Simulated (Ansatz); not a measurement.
Reaction (formal exchange of groups at a Ga–F bond): `[BH2][GaH][F]` + `NCC[SiH2]F` → `[BH2][GaH][CH2][SiH2]F` + `NCF`

Calculated with Ansatz (gas phase, PBE0-D4/def2-TZVP geometries, no zero-point term in ΔE). CCSD(T)/CBS adds triple-zeta CCSD(T) − MP2 to the extrapolated MP2 energy (def2 sets, frozen cores). DFT in def2-TZVPP. B3LYP here is the variant with VWN-RPA as its local correlation; programs differ in this. For Ga outer-core shells are correlated without core-valence functions, which leaves a few kJ/mol of doubt a bond. Scalar relativity is left out up to krypton. Each species was taken in one conformer, which may not be the lowest.

`[BH2][GaH][F]`:

```xyz
6

B    -0.527    0.597    0.811
Ga    0.405   -0.630   -0.587
F     1.067    0.268   -1.962
H    -1.691    0.858    0.735
H     0.078    1.073    1.726
H     0.667   -2.166   -0.723
```

`NCC[SiH2]F`:

Z-matrix (Å, degrees):
```
C
C 1 1.521
N 1 1.455 2 110.5
H 1 1.095 2 109.4 3 -118.3
H 1 1.101 2 109.1 3 125.6
Si 2 1.858 1 114.8 3 174.7
H 2 1.097 1 110.2 3 -62.8
H 2 1.097 1 109.3 3 53.5
H 3 1.013 1 110.2 2 62.7
H 3 1.013 1 110.7 2 -179.3
F 6 1.606 2 109.8 1 62.2
H 6 1.486 2 111.3 1 -56.0
H 6 1.485 2 111.2 1 -179.1
```

`[BH2][GaH][CH2][SiH2]F`:

Cartesian coordinates in Å:
```
B 1.878 -0.420 0.752
Ga 0.416 -1.516 -0.215
C -1.121 -0.322 -0.763
Si -0.898 1.300 0.058
F 0.674 1.398 0.521
H 1.901 -0.336 1.946
H 2.809 0.042 0.158
H 0.255 -3.029 -0.612
H -1.073 -0.241 -1.855
H -2.072 -0.798 -0.513
H -1.090 2.501 -0.791
H -1.679 1.421 1.313
```

`NCF`:

```xyz
7

N     0.435    0.314   -0.714
C    -0.458   -0.078    0.293
F     0.153   -0.771    1.352
H     1.138    0.960   -0.384
H     0.879   -0.470   -1.171
H    -0.933    0.798    0.739
H    -1.214   -0.752   -0.114
```

(1) Is it downhill or uphill in electronic energy at CCSD(T)/CBS, and by how much? (An estimate is asked.)

(2) What do these levels give: PBE0-D4, ωB97X-V, PBE0, B3LYP, HF/def2-TZVPP, MP2/CBS(def2)? (Best estimate.)

Largest T1 diagnostic among the species: 0.014.

Results:

(1) Ansatz gave: Uphill: ΔE = +0.94 eV.

(2) The calculation gave: PBE0-D4 0.83, ωB97X-V 0.93, PBE0 0.87, B3LYP 0.97, HF/def2-TZVPP 1.22, MP2/CBS(def2) 0.98 eV.

From PBE to PBE0 (25 % exact exchange), in def2-TZVPP and without D4, ΔE moves by +0.06 eV. In def2-TZVPP, CCSD(T) changes the Hartree–Fock value by −0.28 eV (the triples alone add −0.05 eV) and MP2 by −0.24 eV. The D4 term adds −0.07 eV with B3LYP and −0.03 eV with PBE0; it sums over pairs of atoms, weighted by their polarisabilities, and B3LYP, whose exchange is more repulsive, gets the larger term.
